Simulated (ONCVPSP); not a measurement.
## lithium: one change to an ONCV potential, before and after

| Quantity | Value |
| --- | --- |
| Element | lithium |
| Generator | ONCVPSP 4.0.1 |
| Type | optimised norm-conserving Vanderbilt (ONCV) |
| Functional | PBE |
| Relativity | scalar-relativistic |
| Frozen core | [He] |
| Valence charge | 1 |
| Reference configuration | 2s1 |
| Partial waves | 2s: rc 3.00 bohr, ncon 4, nbas 9, qcut 2.7 1/bohr, 2 projectors, debl 3.7 Ha; p scattering state at 0.06 Ha: rc 3.00 bohr, ncon 3, nbas 8, qcut 2.4 1/bohr, 2 projectors, debl 3.5 Ha; d scattering state at 0.04 Ha: rc 2.85 bohr, ncon 4, nbas 8, qcut 3.8 1/bohr, 1 projector |
| Local potential | polynomial inside 2.60 bohr (lpopt 5, dvloc0 0 Ha) |
| Core correction | polynomial model core, fcfact 0.55 |

In the p channel the program set the typed energies aside and used 0.050, 3.550 Ha.

Change: s: rc 3.44.

Cutoffs: the cutoffs (Ha) at which the residual kinetic energy of the hardest occupied pseudo-wave falls to 1 and 0.1 mHa per electron; they do not see the model core or the augmentation charge, which bear on the density cutoff. Errors are all-electron minus pseudo energies relative to the spin-unpolarised reference configuration.

Task: How do hardness, ghosts and transferability respond?

Result: The potential gets softer (1.8 Ha and 2.8 Ha → 1.6 Ha and 2.5 Ha); neither file shows a bound ghost. A larger radius leaves more room for a smooth pseudo-wave, so fewer plane waves are needed.

```tsv
quantity	base	changed
cutoff, loose	1.8 Ha	1.6 Ha
cutoff, tight	2.8 Ha	2.5 Ha
bound ghosts	none	none
GHOST(+) flags under 300 eV	p at 102.4 eV	p at 102.4 eV
error for 2s0.5, meV [ΔE 2.05 eV]	+0.6	-1.2
error for 2s0 2p1, meV [ΔE 1.79 eV]	-23	-25
p: phases at 3.05 bohr within 0.05 rad from the reference energy up to (Ha; the scan ends near 5)	0.3	0.3
d: phases at 2.89 bohr within 0.05 rad from the reference energy up to (Ha; the scan ends near 5)	2.2	2.2
rms error of d²Exc/dni dnj with the model core, mHa	0.25	0.04
```

Base: The cutoffs count occupied waves only; projector 2 of the p channel, the hardest unoccupied one, needs 43 Ha at the loose tolerance. Changed file: The cutoffs count occupied waves only; projector 2 of the p channel, the hardest unoccupied one, needs 43 Ha at the loose tolerance.
